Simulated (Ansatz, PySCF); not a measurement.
This singlet lies 2.44 eV below the relaxed triplet at the level frozen-core CCSD(T)/cc-pVTZ // B3LYP-D3(BJ)/def2-TZVP (Ansatz, a program for electronic structure).

B3LYP has the VWN-RPA correlation part, as in Gaussian. 

```xyz
5

O     -1.7248    -0.0381     0.2263
Ge    -0.2005    -0.8368     0.7403
S      1.2496     0.4198    -0.5005
H     -1.6631     0.6889    -0.4042
H      2.3388    -0.2337    -0.0619
```

Charge 0, multiplicity 1.

Question: Give the Mulliken and meta-Löwdin atomic charges from B3LYP-D3(BJ)/def2-TZVP (PySCF).

Answer: 
| atom | Mulliken (e) | meta-Löwdin (e) |
|---|---|---|
| O1 | -0.56 | -0.69 |
| Ge2 | 0.48 | 0.55 |
| S3 | -0.37 | -0.30 |
| H4 | 0.31 | 0.33 |
| H5 | 0.14 | 0.10 |
